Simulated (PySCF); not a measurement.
Cu²⁺ (copper, charge +2) across methods

[Ar] 3d9, 2D determinant. All numbers are calculated (PySCF 2.14, a scalar-relativistic core potential, in aug-cc-pVQZ-PP with ECP10MDF (7s7p6d4f3g2h, 135 functions)).

```
method  E (hartree)  mean ε 3p β (eV)  mean ε 3d α (eV)  mean ε 3d β (eV)  Σ⟨r²⟩ (bohr²)   ⟨S²⟩
   PBE    -196.2397           -96.998           -30.298           -29.174          15.05  0.751
   LDA    -195.8493           -97.158           -30.617           -29.404          15.11  0.751
r2SCAN    -196.1483           -99.750           -30.436           -29.208          14.93  0.751
  PBE0    -196.2081           -102.36           -33.075           -31.831          14.87  0.751
   UHF   -195.30590           -117.46           -40.562           -38.895          14.56  0.751
M06-2X    -196.3317           -106.74           -36.426           -34.974          14.76  0.751
 TPSSh    -196.1830           -99.480           -31.288           -30.106          14.93  0.751
```

Task: Estimate the same row for revPBE.

Result: E (hartree) = -196.3006; mean ε 3p β (eV) = -96.911; mean ε 3d α (eV) = -30.179; mean ε 3d β (eV) = -29.064; Σ⟨r²⟩ (bohr²) = 15.03; ⟨S²⟩ = 0.751.

Energies and moments cover only the electrons outside the core potential.
